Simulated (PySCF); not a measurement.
Bonds (- single, = double, # triple, : aromatic): C1-O2 1.407 Å, O2-C3 1.345 Å, C3:P4 1.771 Å, P4:C5 1.718 Å, C5:P6 1.737 Å, P6:C7 1.724 Å, C7:P8 1.731 Å, P8:C3 1.762 Å. C1 carries H9, H10, H11; C5 carries H12; C7 carries H13.

PySCF 2.14 calculation with geometry: PBE0-D3(BJ)/def2-SVP and σ from GIAO-KT3/pcSseg-1; averaged over atoms made equivalent by symmetry, fast rotation or ring inversion, in vacuum, relativity neglected, one computed conformer.

References, each an isolated molecule treated in the same way: 13C (σ = 182.31 ppm) and 1H (σ = 31.32 ppm) against TMS; 17O (σ = 329.03 ppm) vs H2O; 31P (σ = 332.35 ppm) against H3PO4.

| atoms | nucleus | count | δ (ppm) |
| --- | --- | --- | --- |
| C1 | 13C | 1 | 57.5 |
| H12/H13 | 1H | 2 | 10.10 |
| H9/H10/H11 | 1H | 3 | 4.15 |
| P6 | 31P | 1 | ? |
| C5/C7 | 13C | 2 | 170.8 |
| O2 | 17O | 1 | ? |
| C3 | 13C | 1 | 218.6 |
| P4/P8 | 31P | 2 | 162.2 |

**Question.** Fill in the missing shifts.

**Answer.** 
- O2: 208.6 ppm, ether oxygen
- P6: 180.2 ppm, phosphorus bonded to 2 C, in a 6-membered ring

Shifts are as computed, not scaled to solution data. Of 1309 compounds with measured shifts, 239 miss one by over three times the rms of a fit or turn the order of signals round; such compounds aren't used in these exercises. Experimental scales use liquid or dissolved standards, which lie at an offset from isolated H2O (liquid H2O: subtract about 36 ppm) and H3PO4.
